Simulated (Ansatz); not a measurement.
C3H9Ge, charge +2, quartet, at a GFN2-xTB geometry of the parent state (a state made from the parent by changing its charge; the spin is typed, not shown lowest); PBE0/def2-SV(P) run with Ansatz (an electronic-structure program).

Here is a job for Ansatz.
Ansatz 0.2 input:
```yaml
crystal:
  periodic: [false, false, false]
  atoms:
    - {symbol: C, position_ang: [2.24179960, 0.95467985, -0.30867039]}
    - {symbol: C, position_ang: [1.59912706, -0.22662882, 0.25093381]}
    - {symbol: C, position_ang: [0.60594374, -0.20521044, 1.20547533]}
    - {symbol: Ge, position_ang: [-1.02886502, -0.15190208, -0.23707568]}
    - {symbol: H, position_ang: [3.30600160, 0.91695911, -0.05305008]}
    - {symbol: H, position_ang: [1.82214256, 1.88668458, 0.06494793]}
    - {symbol: H, position_ang: [2.22196757, 0.92946703, -1.40174215]}
    - {symbol: H, position_ang: [1.93871457, -1.18624272, -0.12979799]}
    - {symbol: H, position_ang: [0.38988272, -1.11917883, 1.75162660]}
    - {symbol: H, position_ang: [0.44296562, 0.71536734, 1.76117375]}
    - {symbol: H, position_ang: [-0.86239139, -1.33011980, -1.14172615]}
    - {symbol: H, position_ang: [-0.87414516, 1.17737129, -0.90595940]}
    - {symbol: H, position_ang: [-2.14267976, -0.26648479, 0.75451655]}
basis:
  gaussian:
    orbitals: def2-SV_P_.json
hamiltonian:
  xc: pbe0
total_charge: 2
magnetization: {spin_polarized: false, initial_magnetization: 3}
```
The basis file holds def2-SV(P) in the JSON format of the Basis Set Exchange.

Question: What does Ansatz print? Leave out banner, timings and long lists.

Answer: 
```
Functional definition: PBE0
1042 factors; integrals over basis functions are off by at most 9.1e-4 eV
mean field evaluation 1: about -59689.3058 eV, gradient 1.0e2 eV
mean field evaluation 2: about -59689.5305 eV, gradient 1.0e2 eV
mean field evaluation 4: about -59714.9802 eV, gradient 3.5e1 eV
mean field evaluation 8: about -59723.1575 eV, gradient 1.6e1 eV
mean field evaluation 16: about -59724.4170 eV, gradient 7.2e0 eV
mean field evaluation 32: about -59724.8886 eV, gradient 2.4e-5 eV
mean field evaluation 64: about -59724.7728 eV, gradient 3.5e0 eV
mean field evaluation 96: about -59676.6799 eV, gradient 5.5e1 eV
mean field -59724.88861683 eV, -2194.8491736851 hartree, gradient 8.0e-6 eV, S^2 3.750000; 7 other end points of the search recorded, 0 dependent functions left out
reference -59724.88864474 eV, -2194.8491747108 hartree; 30, 27 occupied and 62, 65 virtual orbitals, 1042 factors
Total energy: -59724.88864474 eV, -2194.8491747108 hartree
```
